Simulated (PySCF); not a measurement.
**Computed spin Hamiltonian**

C7H4N3 (doublet state).
Atom-mapped SMILES: `[N:1]#[C:2][C:3]1=[CH:4][C:5]([C:6]#[N:7])=[N:8][CH2:9][CH:10]1` (hydrogens: H11 on C4; H12, H13 on C9; H14 on C10)

Cartesian coordinates in Å at the GFN2-xTB level; atoms count from 1:
```
atom  x, y, z in Å
N1     3.3324   -1.6561    0.0565
C2     2.3350   -1.0947    0.0414
C3     1.0963   -0.4001    0.0236
C4    -0.1099   -1.1329   -0.0570
C5    -1.3176   -0.3985   -0.0722
C6    -2.5335   -1.1451   -0.1552
N7    -3.4811   -1.7825   -0.2228
N8    -1.4159    0.8952   -0.0178
C9    -0.2363    1.6849    0.0660
C10    1.0641    0.9650    0.0847
H11   -0.1104   -2.2090   -0.1053
H12   -0.3323    2.3230    0.9624
H13   -0.2615    2.4026   -0.7731
H14    1.9699    1.5478    0.1465
```

Level of theory: UKS B3LYP, pcH-1 on C H N, non-relativistic, mean-field spin-orbit, GIAO in PySCF 2.14.0. Isolated species at its GFN2-xTB geometry, gas phase. A GFN2-xTB geometry isn't a minimum of the functional, and hyperfine couplings can be far from their values at a DFT geometry. Stability of the SCF solution: not tested. ⟨S²⟩ is 0.792 where a pure state has 0.75.

```json
{"g1, g2, g3": "2.00211, 2.00315, 2.00437", "g_iso": "2.00321", "Form of g": "rhombic: the two nearest values differ by 46 % of g3 − g1", "⟨S²⟩": "0.7924 (exact 0.7500)", "HOMO–LUMO gap, α and β orbitals": "3.75, 4.21 eV", "Total energy": "-433.32632 Eh", "Basis functions": "290"}
```

Hyperfine couplings atom by atom, in G; T1 to T3 are the principal values of the dipolar part; ρ(0) is the spin density at the nucleus (MHz turned into gauss with g_iso; 10 G = 1 mT):

```csv
atom,isotope,a_iso,T1,T2,T3,Mulliken spin population,ρ(0) (bohr⁻³)
N1,14N,-0.4,-1.2,0.4,0.8,-0.04,-0.0032
C2,13C,3.2,-0.7,-0.1,0.8,0.03,0.0079
C3,13C,-13.6,-7.7,3.3,4.4,-0.19,-0.0338
C4,13C,18.3,-16.5,-15.8,32.2,0.60,0.0456
C5,13C,-13.7,-8.7,3.4,5.2,-0.18,-0.0342
C6,13C,2.7,-0.7,-0.1,0.8,0.03,0.0067
N7,14N,-0.4,-1.2,0.4,0.8,-0.04,-0.0031
N8,14N,5.2,-6.1,-6.0,12.1,0.36,0.0453
C9,13C,-12.2,-1.0,-0.1,1.1,-0.07,-0.0305
C10,13C,13.2,-12.2,-11.7,23.9,0.42,0.0328
H11,1H,-13.9,-8.0,-0.2,8.1,-0.02,-0.0087
H12,1H,59.9,-1.8,-0.4,2.2,0.07,0.0376
H13,1H,59.9,-1.8,-0.4,2.2,0.07,0.0376
H14,1H,-10.2,-5.7,-0.6,6.3,-0.02,-0.0064
```

The Mulliken spin populations are largest on C4 (+0.60), C10 (+0.42), N8 (+0.36) and C3 (-0.19). Three atoms exceed +0.15. The angles at C4 add up to 360.0°, so it is planar.

The SMILES `N#CC1=CC(C#N)=NC[CH]1` draws the unpaired electron on C10, whose computed spin population is only +0.42.

Axes: g2 points within 7° of the C9–C10 bond.

Under fast tumbling the dipolar parts average out, and these isotropic splittings remain: 2 × 1H (H12/H13, I = 1/2, 3 lines) with 5.99 mT, 1 × 1H (H11, I = 1/2, 2 lines) with 1.39 mT, 1 × 1H (H14, I = 1/2, 2 lines) with 1.02 mT, 1 × 14N (N8, I = 1, 3 lines) with 0.52 mT, 1 × 14N (N1, I = 1, 3 lines) with 0.04 mT and 1 × 14N (N7, I = 1, 3 lines) with 0.04 mT.

Nuclei that the bonding pattern makes equivalent are averaged, as if the motion that swaps them (rotation, inversion, ring flip) were fast.

The 13C coupling of C4 (51.2 MHz) shows only in satellite lines or after enrichment, since that isotope makes up about 1.07 % of natural carbon.
